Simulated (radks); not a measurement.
The numbers below are computed, except where a source is named.
Question: Pt VI, 73 electrons, occupied as [Xe] 4f14 5d5. Level of theory: Dirac Kohn-Sham, BLYP, spin-unpolarised, spherical densities, point nucleus; open shells fill j = l - 1/2 first (a radial shooting solver on a logarithmic mesh with Libxc functionals).

Spin-orbit splittings of the eigenvalues, e(l+1/2) - e(l-1/2), with zeta = 2 splitting/(2l+1) and mean radii in bohr:

shell  occ.  splitting (eV)  zeta (eV)  <r> j=l-1/2  <r> j=l+1/2
2p        6            1730       1153      0.05906      0.06749
3p        6           380.3      253.5       0.1768       0.1923
3d       10           81.95      32.78       0.1676       0.1723
4p        6           90.62      60.41       0.4178       0.4517
4d       10           16.85      6.740       0.4616       0.4728
4f       14           3.467     0.9904       0.5109       0.5181
5p        6               ?          ?        1.014        1.102
5d        5           1.915     0.7660        1.370        1.404

Estimate the 5p splitting.

Answer: 15.75 eV (zeta = 10.50 eV).
